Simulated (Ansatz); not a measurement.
`O[Si@]1(Cl)O[C@@H]1F` + H₂ → `O[Si]1(Cl)CO1` + H–F  (hydrogenolysis of a C–F bond)

Calculated with Ansatz (gas phase, PBE0-D4/def2-TZVP geometries, no zero-point term in ΔE). CCSD(T)/CBS is the MP2 limit (def2-TZVPP, def2-QZVPP) plus CCSD(T) − MP2 in def2-TZVPP, frozen cores. This one scheme is used for every species. Functionals use def2-TZVPP. Each species was taken in one conformer, which may not be the lowest.

CCSD(T)/CBS gives -0.91 eV.

Problem. Another level gave -0.81 eV. Which?
A. r2SCANh-D4/def2-TZVPP
B. BHLYP/def2-TZVPP
C. HF/def2-TZVPP
D. r2SCAN0/def2-TZVPP

Solution. D. r2SCAN0 -0.81, BHLYP -0.85, HF/def2-TZVPP -0.91, r2SCANh-D4 -0.75 eV.

Largest T1 diagnostic among the species: 0.013.

From r2SCAN to r2SCAN0 (25 % exact exchange), in def2-TZVPP and without D4, ΔE moves by −0.09 eV. At CCSD(T), def2-SVP lies +0.22 eV from the extrapolated value and def2-TZVPP +0.04 eV. Leaving LDA and LC-ωPBE aside and taking each functional with its dispersion term where it has one, the values, not all of them listed here, spread over 0.21 eV, from PBE-QIDH to BLYP-D4. LDA lies +0.06 eV from PBE without D4.
